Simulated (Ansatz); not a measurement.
A geometry relaxed with PBE0-D3(BJ)/def2-TZVP in Ansatz (an electronic-structure program), charge 0, multiplicity 1:

```xyz
7

H     -1.2479    -0.7579    -1.0216
B      1.2261     0.8373     1.1505
C      0.0899     0.3275     0.5756
H     -2.2330    -0.0572     0.6563
B     -1.2211    -0.1972     0.0353
B      1.5281     0.1703    -0.1873
H      1.8579    -0.3228    -1.2088
```

Problem. Write the SMILES of this molecule.

Solution. `BC1=BB1`
